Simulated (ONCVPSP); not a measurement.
# Transferability test, ONCV potential for indium

| Quantity | Value |
| --- | --- |
| Element | In (Z = 49) |
| Generator | ONCVPSP 4.0.1 |
| Type | optimised norm-conserving Vanderbilt (ONCV) |
| Functional | LDA (Perdew-Wang 92) |
| Relativity | scalar-relativistic |
| Frozen core | [Kr] 4d10 |
| Valence charge | 3 |
| Reference configuration | 5s1.5 5p1.5 |
| Partial waves | 5s: rc 1.85 bohr, ncon 3, nbas 6, qcut 2.8 1/bohr, 2 projectors, debl 3.3 Ha; 5p: rc 3.10 bohr, ncon 4, nbas 8, qcut 2.2 1/bohr, 2 projectors, debl 2.2 Ha; d scattering state at 0.1 Ha: rc 2.95 bohr, ncon 3, nbas 8, qcut 3.4 1/bohr, 2 projectors, debl 1.6 Ha |
| Local potential | polynomial inside 1.30 bohr (lpopt 4, dvloc0 3 Ha) |
| Core correction | none |

Energies are relative to the spin-unpolarised reference configuration 5s1.5 5p1.5; without spin polarisation the order of configurations can differ from experiment.

(1) Give the all-electron excitation energy and the error of the potential for: 5s2 5p1; 5s2 5p0; 5s1 5p0; 5s1 5p1.

Note: no bound ghost flagged; GHOST(+) flagged for s at 75.5 eV, p at 83.1 eV.

## Answers

(1)

```csv
valence configuration,charge,ΔE all-electron (eV),error AE − PS (meV)
5s2 5p1,0,-2.931,+6.4
5s2 5p0,+1,2.657,+16
5s1 5p0,+2,22.313,+107
5s1 5p1,+1,9.353,+18
```
